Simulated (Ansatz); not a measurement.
`CCC(C)(CC(C)(CC(C)(C)C(=O)OCc1ccccc1)C(=O)OC)C(=O)OC1CCOC1=O` with charge +1. The state is a doublet with charge 1. Geometry PBE-D4/def2-SVP, that of the neutral singlet; atoms count from 1.

Cartesian coordinates in Å:
```
C 0.830 -1.832 -4.198
C -0.599 -2.147 -3.758
C -1.210 -1.282 -2.598
C -2.594 -1.871 -2.274
C -0.239 -1.297 -1.394
C -0.694 -0.714 -0.016
C -1.290 0.693 -0.153
C 0.610 -0.748 0.847
C 0.655 -0.191 2.302
C 0.711 1.355 2.366
C -0.477 -0.720 3.195
C 1.990 -0.674 2.902
O 2.115 -1.268 3.958
O 3.034 -0.323 2.110
C 4.361 -0.637 2.610
C 4.889 0.472 3.484
C 5.570 1.565 2.911
C 6.030 2.620 3.711
C 5.812 2.594 5.098
C 5.133 1.510 5.678
C 4.672 0.456 4.877
C -1.677 -1.720 0.601
O -1.430 -2.901 0.767
O -2.870 -1.168 0.945
C -3.813 -2.074 1.530
C -1.291 0.138 -3.162
O -0.366 0.926 -3.222
O -2.526 0.413 -3.680
C -2.666 1.687 -4.341
C -3.326 2.721 -3.438
C -4.815 2.405 -3.628
O -4.930 1.915 -4.979
C -3.726 1.456 -5.438
O -3.580 0.944 -6.518
H 0.946 -0.775 -4.510
H 1.566 -2.025 -3.393
H 1.110 -2.473 -5.058
H -0.664 -3.204 -3.419
H -1.287 -2.063 -4.627
H -3.205 -1.964 -3.192
H -3.161 -1.248 -1.558
H -2.471 -2.879 -1.833
H 0.668 -0.737 -1.695
H 0.066 -2.348 -1.216
H -1.653 1.076 0.816
H -0.534 1.392 -0.560
H -2.163 0.697 -0.834
H 1.399 -0.229 0.268
H 0.910 -1.816 0.887
H 0.958 1.687 3.395
H -0.261 1.807 2.098
H 1.487 1.756 1.686
H -1.454 -0.319 2.866
H -0.523 -1.826 3.173
H -0.310 -0.416 4.245
H 4.979 -0.756 1.699
H 4.316 -1.596 3.161
H 5.743 1.584 1.822
H 6.564 3.466 3.252
H 6.175 3.420 5.729
H 4.962 1.486 6.766
H 4.124 -0.388 5.321
H -3.406 -2.513 2.463
H -4.048 -2.901 0.830
H -4.718 -1.478 1.745
H -1.688 1.993 -4.756
H -3.094 3.736 -3.823
H -2.982 2.664 -2.388
H -5.482 3.283 -3.525
H -5.162 1.610 -2.932
```

Single mean-field runs in def2-SVP are fitted with def2-universal-jkfit.

(1) Estimate the Mulliken populations of the heavy atoms from the PBE0/def2-SVP orbitals of Ansatz.

(2) Where does the spin sit?

(3) And the Mayer bond orders between heavy atoms (over 0.3)?

## Answers

(1) 
| atom | charge (e) | spin (α − β) |
| --- | --- | --- |
| C1 | -0.07 | 0.00 |
| C2 | -0.06 | 0.00 |
| C3 | -0.44 | 0.01 |
| C4 | 0.05 | 0.00 |
| C5 | 0.08 | 0.00 |
| C6 | -0.42 | 0.01 |
| C7 | 0.06 | 0.00 |
| C8 | 0.08 | 0.01 |
| C9 | -0.44 | 0.03 |
| C10 | 0.01 | 0.01 |
| C11 | 0.04 | 0.00 |
| C12 | 0.33 | -0.02 |
| O13 | -0.19 | 0.14 |
| O14 | -0.34 | 0.02 |
| C15 | 0.25 | -0.02 |
| C16 | -0.11 | 0.24 |
| C17 | 0.01 | -0.03 |
| C18 | 0.00 | 0.04 |
| C19 | 0.04 | 0.24 |
| C20 | -0.01 | -0.05 |
| C21 | 0.02 | 0.06 |
| C22 | 0.31 | -0.01 |
| O23 | -0.24 | 0.04 |
| O24 | -0.34 | 0.01 |
| C25 | 0.10 | 0.00 |
| C26 | 0.34 | -0.01 |
| O27 | -0.24 | 0.04 |
| O28 | -0.33 | 0.03 |
| C29 | -0.01 | 0.03 |
| C30 | -0.07 | 0.01 |
| C31 | 0.17 | 0.00 |
| O32 | -0.32 | 0.02 |
| C33 | 0.34 | -0.02 |
| O34 | -0.14 | 0.16 |
Mulliken values depend strongly on the basis.

(2) Summed by element: C 0.55, O 0.44, H 0.01, of 1 unpaired in all. Largest on single atoms: C19 0.24, C16 0.24, O34 0.16.

(3) C1–C2 1.09 (1.53 Å); C2–C3 1.00 (1.57 Å); C3–C4 1.06 (1.54 Å); C3–C5 0.99 (1.55 Å); C3–C26 0.88 (1.53 Å); C5–C6 1.00 (1.56 Å); C6–C7 1.06 (1.53 Å); C6–C8 1.02 (1.56 Å); C6–C22 0.87 (1.54 Å); C8–C9 0.96 (1.56 Å); C9–C10 1.01 (1.55 Å); C9–C11 1.06 (1.53 Å); C9–C12 0.87 (1.54 Å); C12–O13 1.99 (1.22 Å); C12–O14 1.15 (1.36 Å); O14–C15 0.89 (1.45 Å); C15–C16 1.05 (1.51 Å); C16–C17 1.31 (1.41 Å); C16–C21 1.27 (1.41 Å); C17–C18 1.46 (1.40 Å); C18–C19 1.28 (1.40 Å); C19–C20 1.33 (1.40 Å); C20–C21 1.44 (1.40 Å); C22–O23 2.01 (1.22 Å); C22–O24 1.16 (1.36 Å); O24–C25 0.89 (1.43 Å); C26–O27 1.99 (1.22 Å); C26–O28 1.12 (1.37 Å); O28–C29 0.88 (1.44 Å); C29–C30 1.04 (1.52 Å); C29–C33 0.88 (1.54 Å); C30–C31 1.04 (1.53 Å); C31–O32 0.90 (1.44 Å); O32–C33 1.13 (1.37 Å); C33–O34 2.09 (1.20 Å).
